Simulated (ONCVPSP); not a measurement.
## calcium: one change to an ONCV potential, before and after

```json
{
 "Element": "calcium",
 "Generator": "ONCVPSP 4.0.1",
 "Type": "optimised norm-conserving Vanderbilt (ONCV)",
 "Functional": "PBE",
 "Relativity": "scalar-relativistic",
 "Frozen core": "[Ne]",
 "Valence charge": "10",
 "Reference configuration": "3s2 3p6 4s2",
 "Partial waves": "3s+4s: rc 1.70 bohr, ncon 3, nbas 6, qcut 9 1/bohr, 2 projectors; 3p: rc 1.85 bohr, ncon 3, nbas 7, qcut 5.8 1/bohr, 1 projector; d scattering state at 0.09 Ha: rc 1.55 bohr, ncon 4, nbas 6, qcut 6.8 1/bohr, local",
 "Local potential": "the d channel",
 "Core correction": "Teter function fitted to the true core (icmod 2), fcfact 0.6"
}
```

In the d channel the program set the typed energies aside and used 0.050 Ha.

All-electron outer shells of the reference configuration (PBE, scalar-relativistic, ld1.x):

```
shell  level (eV)  outermost node (bohr)  outermost maximum (bohr)
   3s      -47.09                   0.45                      0.99
   3p      -28.01                   0.42                      1.04
   4s       -3.77                   1.43                      3.42
```

Change: p: ncon 4, nbas 8.

Cutoffs: the cutoffs (Ha) at which the residual kinetic energy of the hardest occupied pseudo-wave falls to 1 and 0.1 mHa per electron; they do not see the model core or the augmentation charge, which bear on the density cutoff. Errors are all-electron minus pseudo energies relative to the spin-unpolarised reference configuration.

Task: How do hardness, ghosts and transferability respond?

Result: The potential gets neither clearly harder nor softer (20 Ha and 25 Ha → 20 Ha and 25 Ha); both files keep a bound ghost (s); the number of tests with a reliable result goes from 3 to 4; the errors of the 3 common tests hardly move.

| quantity | base | changed |
| --- | --- | --- |
| cutoff, loose | 20 Ha | 20 Ha |
| cutoff, tight | 25 Ha | 25 Ha |
| loose cutoff by channel | s 20 Ha, p 13 Ha | s 20 Ha, p 13 Ha |
| bound ghosts | s | s |
| GHOST(+) flags under 300 eV | none | none |
| tests with a reliable result | 3 of 4 | 4 of 4 |
| error for 3s2 3p6 4s1, meV [ΔE 6.31 eV] | -0.5 | -0.5 |
| error for 3s2 3p6 4s0, meV [ΔE 18.13 eV] | -2.4 | -2.3 |
| error for 3s2 3p6 4s1.5, meV [ΔE 2.50 eV] | -0.1 | -0.1 |
| s: phases at 1.73 bohr within 0.05 rad from the reference energy up to (Ha; the scan ends near 5) | 1.5 | 1.5 |
| p: phases at 1.88 bohr within 0.05 rad from the reference energy up to (Ha; the scan ends near 5) | 0.9 | 1.0 |
| d: phases at 1.57 bohr within 0.05 rad from the reference energy up to (Ha; the scan ends near 5) | 1.8 | 1.8 |
| rms error of d²Exc/dni dnj with the model core, mHa | 0.46 | 0.46 |

 A true bound ghost makes a file unfit for plane-wave use even where its test errors are small: the radial tests pick states by their node count and pass the ghost by.
